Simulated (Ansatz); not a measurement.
Start from `[F][GeH2][Cl]` and change one atom or group to get `[NH2][GeH]([F])[Cl]`.

Ansatz, PBE0-D4/def2-TZVP geometries, multiplicity 1. Each molecule was computed in one conformer, which needn't be the lowest.

Scalar relativity is left out up to krypton.

```csv
property,`[F][GeH2][Cl]`
HOMO energy (PBE/def2-TZVPP) / eV,-7.80
HOMO–LUMO gap (PBE/def2-TZVPP) / eV,6.55
LUMO energy (PBE0/def2-TZVPP) / eV,-0.27
size of the dipole moment (ωB97M-V/def2-TZVPP) / D,2.27
zero-point energy (PBE0-D4/def2-TZVP) / kJ/mol,51.5
LUMO energy (PBE/def2-TZVPP) / eV,-1.25
```

Task: Give the same properties after the change, and the shifts. (Estimate.)

Result: The calculation gave: 
```tsv
property	`[NH2][GeH]([F])[Cl]`	shift
HOMO energy (PBE/def2-TZVPP) / eV	-6.88	0.92
HOMO–LUMO gap (PBE/def2-TZVPP) / eV	5.84	-0.71
LUMO energy (PBE0/def2-TZVPP) / eV	0.00	0.27
size of the dipole moment (ωB97M-V/def2-TZVPP) / D	2.31	0.04
zero-point energy (PBE0-D4/def2-TZVP) / kJ/mol	99.1	47.6
LUMO energy (PBE/def2-TZVPP) / eV	-1.04	0.21
```

With PBE0 the HOMO rises by 0.79 eV and the LUMO rises by 0.27 eV, so the gap narrows by about 0.52 eV. PBE moves the HOMO by 0.92 eV and ωB97M-V by 0.62 eV. The zero-point energy changes by 47.6 kJ/mol with +6 modes. Dipoles are sizes alone; their direction can turn.
